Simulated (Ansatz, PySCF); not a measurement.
Bond stretch in LiNa, singlet.

Levels: UKS-BLYP = unrestricted BLYP/aug-cc-pVQZ in Ansatz (a first-principles code); UHF/6-31G* = unrestricted Hartree-Fock/6-31G*, spherical d run with PySCF; FCI = full CI/aug-cc-pVQZ, frozen core in Ansatz.

Energies relative to the lowest point of each curve near equilibrium, in kJ/mol:

```
R / Å  UKS-BLYP  UHF/6-31G*
-----  --------  ----------
2.34       25.1        43.9
2.52       10.0        25.1
2.61        5.4        18.2
2.79        0.6         8.2
3.08        1.7         1.1
3.29        6.9         0.0
3.34        8.5         0.0
3.64       19.8         1.6
3.91       31.1         3.7
4.39       50.3         7.2
5.36       71.9        10.8
5.83       76.0        11.5
```

**Question.** Estimate the FCI values at these points.

**Answer.** 2.34: 32.6; 2.52: 14.4; 2.61: 8.5; 2.79: 1.7; 3.08: 0.9; 3.29: 5.4; 3.34: 6.9; 3.64: 17.8; 3.91: 28.9; 4.39: 47.6; 5.36: 71.4; 5.83: 76.7 (kJ/mol).

The unrestricted determinant behind UKS-BLYP is spin-contaminated at 4.39 to 8.83 Å (<S²> up to 1.0, against 0.00 for a pure singlet). The unrestricted determinant behind UHF/6-31G* is spin-contaminated at 2.34 to 8.83 Å (<S²> up to 1.0, against 0.00 for a pure singlet).
